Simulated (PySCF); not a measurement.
# A PySCF run on SbH

State: ³Σ⁻ (triplet), unpaired electrons π ↑↑.

An equivalent input (the run itself took its basis sets from the Basis Set Exchange, started from a PBE0 density and held the occupation σ 5α 5β, πx 3α 2β, πy 3α 2β, δx 1α 1β, δy 1α 1β):

```python
from pyscf import gto, dft
mol = gto.M(atom='Sb 0 0 0; H 0 0 1.726', basis={'Sb': 'def2-SVP', 'H': 'def2-SVP'}, ecp={'Sb': 'def2-SVP'},
            charge=0, spin=2, verbose=4, symmetry='C2v')
mf = dft.UKS(mol, xc='PBE')
mf.grids.atom_grid = (80, 434)
mf.grids.prune = dft.gen_grid.treutler_prune
mf.irrep_nelec = {'A1': (6, 6), 'A2': (1, 1), 'B1': (3, 2), 'B2': (3, 2)}
mf.conv_tol = 1e-9
mf.max_cycle = 60
mf.diis_space = 10
mf.kernel()
```

The log (some set-up lines and the per-cycle HOMO/LUMO lines removed):

```
******** <class 'pyscf.dft.uks_symm.SymAdaptedUKS'> ********
method = SymAdaptedUKS
damping factor = 0
level_shift factor = 0
DIIS = <class 'pyscf.scf.diis.CDIIS'>
diis_start_cycle = 1
diis_space = 10
diis_damp = 0
SCF conv_tol = 1e-09
SCF conv_tol_grad = None
SCF max_cycles = 60
number electrons alpha = 13  beta = 11
Set gradient conv threshold to 3.16228e-05
init E= -240.795297688762
cycle= 1 E= -240.795937532576  delta_E= -0.00064  |g|= 0.0104  |ddm|= 0.0872
cycle= 2 E= -240.795947193161  delta_E= -9.66e-06  |g|= 0.00629  |ddm|= 0.0189
cycle= 3 E= -240.795963986528  delta_E= -1.68e-05  |g|= 0.00169  |ddm|= 0.013
cycle= 4 E= -240.795966957063  delta_E= -2.97e-06  |g|= 0.000191  |ddm|= 0.00353
cycle= 5 E= -240.795966988151  delta_E= -3.11e-08  |g|= 3.64e-05  |ddm|= 0.00048
cycle= 6 E= -240.795966989379  delta_E= -1.23e-09  |g|= 5.59e-06  |ddm|= 7.96e-05
cycle= 7 E= -240.795966989414  delta_E= -3.57e-11  |g|= 7.83e-07  |ddm|= 1.48e-05
Extra cycle  E= -240.795966989416  delta_E= -1.53e-12  |g|= 4.33e-07  |ddm|= 3.11e-06
converged SCF energy = -240.795966989416  <S^2> = 2.0039643  2S+1 = 3.0026417
```

Repeating this along the bond gives Re = 1.744 Å and ωe = 1850 cm⁻¹.

A point of this curve took 0.29 CPU seconds beside 0.046 for the integrals (shared host).

Spin–orbit coupling is left out. The state was picked by a PBE0 search and need not be the measured ground state.
